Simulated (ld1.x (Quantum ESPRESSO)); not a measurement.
## Varying the TM semilocal potential for lutetium (Lu)

Base potential:

Lu (Z = 71), norm-conserving Troullier–Martins (semilocal form), made with ld1.x (Quantum ESPRESSO) 7.5 (PBE, scalar-relativistic). Core [Kr] 4d10, reference 4f14 5s2 5p6 5d1 6s1.5 6p0.5. Waves: 5s (bound): rc 1.45 bohr; 5p (bound): rc 1.50 bohr; 4f (bound): rc 0.95 bohr; 5d (bound): rc 2.85 bohr. Local part: the d channel. Core correction: none.

Occupied shells without a wave of their own: 6p, 6s. They enter only through the test configuration that unscreens the potential.

Cutoffs, loose and tight: the cutoffs (Ry, on a coarse ladder) from which the occupation-weighted sum of valence levels, in a spherical-Bessel basis at the reference potential, stays within 10 and 1 mRy of its value at 400 Ry. They do not see the model core or the augmentation charge, which bear on the density cutoff. Test errors are all-electron minus pseudo excitation energies from the reference, over the configurations 4f14 5s2 5p6 5d1 6s2 6p0; 4f14 5s2 5p6 5d1 6s1 6p0; 4f14 5s2 5p6 5d1 6s0 6p0; 4f14 5s2 5p6 5d1 6s0 6p1; 4f13 5s2 5p6 5d2 6s1 6p0; 4f13 5s2 5p6 5d1 6s2 6p0; 4f14 5s2 5p5 5d1 6s2 6p0. A dash means not determined; rows that change the core or the reference have their own tests.

Cutoffs are not given where the Bessel-basis levels miss the radial ones by over 6 mRy, ghosts where they miss by over 20 mRy; a channel whose overlap is not positive is not tested.

In the semilocal form every listed channel keeps its own potential, so the choice of the local channel does not act on these tests. It acts once the file is put into the separable form.

A semilocal file is local in each channel, so a ghost entry of none says nothing of the separable form that plane-wave codes build from it.

On the changes marked as counting shells twice: ld1.x takes every shell without a wave as core, so the model core holds the marked electrons as well and exchange and correlation see them twice. This cancels in the reference configuration, but the file is broken for other ones, and its errors say nothing about a proper core correction.

| change | outcome | cutoff, loose | cutoff, tight | bound ghosts | largest test error (meV) |
| --- | --- | --- | --- | --- | --- |
| base | generated, misses its reference levels by 0.18 eV | – | – | not determined | -448 |
| wave 4f (bound): rc 0.95 bohr becomes 4f (bound): rc 0.88 bohr | generated, misses its reference levels by 0.18 eV | – | – | not determined | -448 |
| type RRKJ, which also changes the form from semilocal to separable; local potential all-electron potential smoothed inside 2.15 bohr (lloc = -2); rho0 0.001 | generated | over 300 Ry | over 300 Ry | none | no test is counted, since the test run did not reproduce the reference configuration |
| local potential the f channel | generated, misses its reference levels by 0.18 eV | – | – | not determined | -449 |
| core correction a·sin(br)/r model core inside 0.50 bohr (6p, 6s counted twice) | generated, misses its reference levels by 0.18 eV | – | – | not determined | -957 |

Task: What comes out with this change to the base: reference 4f14 5s2 5p6 5d1 6s1 6p0?

Result: outcome: generated, misses its reference levels by 0.22 eV; bound ghosts: not determined; largest test error (meV): -396.

Task: What comes out with this change to the base: all radii scaled by about 1.05 (s 1.52, p 1.56, d 2.98, f 1.00 bohr)?

Result: outcome: generated, misses its reference levels by 0.26 eV; bound ghosts: not determined; largest test error (meV): -661.
